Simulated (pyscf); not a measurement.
## `[SiH3][SiH]([Cl])[GeH3]`, singlet

Gas-phase minimum from PySCF at ωB97X-D3(BJ)/def2-SVP, one conformer. 

SMILES: [SiH3][SiH](Cl)[GeH3]
```xyz
11

Si    -0.9462    -1.0961     1.4949
Si    -1.0447    -0.9384    -0.8260
Cl    -3.0049    -0.3996    -1.3002
Ge     0.3529     0.7725    -1.6656
H     -1.2852     0.2379     2.0693
H     -1.9158    -2.1142     1.9905
H      0.4349    -1.4746     1.9187
H     -0.7517    -2.2441    -1.4818
H     -0.0210     2.0972    -0.9842
H      1.8274     0.4575    -1.3616
H      0.1709     0.9175    -3.1828
```

Bonded distances (Å): Si1–Si2 2.328, Si1–H5 1.491, Si1–H6 1.491, Si1–H7 1.493, Si2–Cl3 2.088, Si2–Ge4 2.363, Si2–H8 1.490, Ge4–H9 1.536, Ge4–H10 1.538, Ge4–H11 1.535. Angles (°): Si2–Si1–H5 108.3, Si2–Si1–H6 110.5, Si2–Si1–H7 109.8, H5–Si1–H6 109.6, H5–Si1–H7 109.1, H6–Si1–H7 109.5, Si1–Si2–Cl3 106.5, Si1–Si2–Ge4 112.2, Si1–Si2–H8 111.8, Cl3–Si2–Ge4 106.7, Cl3–Si2–H8 108.1, Ge4–Si2–H8 111.2, Si2–Ge4–H9 108.8, Si2–Ge4–H10 110.4 (the first ones only).

Properties at ωB97X-D3(BJ)/def2-SVP:

```json
{
  "harmonic_wavenumbers_unscaled": "77, 89, 102, 110, 127, 335, 422, 442, 490, 531, 543, 571, 724, 776, 824, 894, 902, 904, 949, 951, 2179, 2190, 2193, 2243, 2250, 2257, 2264 cm⁻¹",
  "zero_point_energy": "37.7 kcal/mol",
  "rotational_symmetry_number": "1",
  "Entropy of this conformer at 298 K and 1 atm, rigid rotor and harmonic oscillator, modes under 100 cm⁻¹ raised to 100": "393.2 J/(mol K)",
  "dipole_moment": "1.49 D"
}
```

Single-point totals, which compare only within one level:

```json
[
 {"level": "ωB97X-D3(BJ)/def2-TZVP", "total energy (hartree)": "-3120.50517"},
 {"level": "PBE/def2-TZVP", "total energy (hartree)": "-3119.65185"},
 {"level": "r²SCAN/def2-TZVP", "total energy (hartree)": "-3120.37632"},
 {"level": "B3LYP-D3(BJ)/def2-TZVP", "total energy (hartree)": "-3120.60132"},
 {"level": "PBE0-D3(BJ)/def2-TZVP", "total energy (hartree)": "-3119.81994"},
 {"level": "M06-2X/def2-TZVP", "total energy (hartree)": "-3120.39768"},
 {"level": "ωB97M-D3(BJ)/def2-TZVP", "total energy (hartree)": "-3120.62104"}
]
```

Soft torsions are taken as harmonic, which can shift the entropy by several J/(mol K). Elements up to Kr have no core potential and no relativistic terms here.
